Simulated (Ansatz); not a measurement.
The cluster Hg₂S₂. The state is a triplet with charge 0. Geometry r2SCAN-D4/def2-SVP; atoms count from 1.

| atom | x (Å) | y (Å) | z (Å) |
| --- | --- | --- | --- |
| Hg1 | 0.6724 | 1.4249 | -0.7016 |
| Hg2 | -0.6734 | -1.4240 | 0.7024 |
| S3 | 1.2086 | 0.1156 | 1.3931 |
| S4 | -1.2076 | -0.1165 | -1.3938 |

In the def2 sets Hg takes a core potential; there is no spin–orbit coupling. At PBE0-D4/def2-TZVP a singlet of charge 0 lies 0.70 eV below the triplet, each at its own geometry. The structure comes from a short search, and lower isomers may exist.

(1) Estimate the Mulliken populations from the PBE0/def2-TZVP orbitals of Ansatz.

(2) Where does the spin sit?

(3) And the Mayer bond orders between heavy atoms (over 0.3)?

Answers

(1) 
```
atom  charge (e)  spin (α − β)  d electrons
 Hg1        0.41          0.37         9.91
 Hg2        0.41          0.37         9.91
  S3       -0.41          0.63            –
  S4       -0.41          0.63            –
```
Mulliken values depend strongly on the basis.

(2) Summed by element: Hg 0.74, S 1.26, of 2 unpaired in all. Largest on single atoms: S3 0.63, S4 0.63, Hg1 0.37.

(3) Hg1–S3 0.73 (2.53 Å); Hg1–S4 0.73 (2.53 Å); Hg2–S3 0.73 (2.53 Å); Hg2–S4 0.73 (2.53 Å).
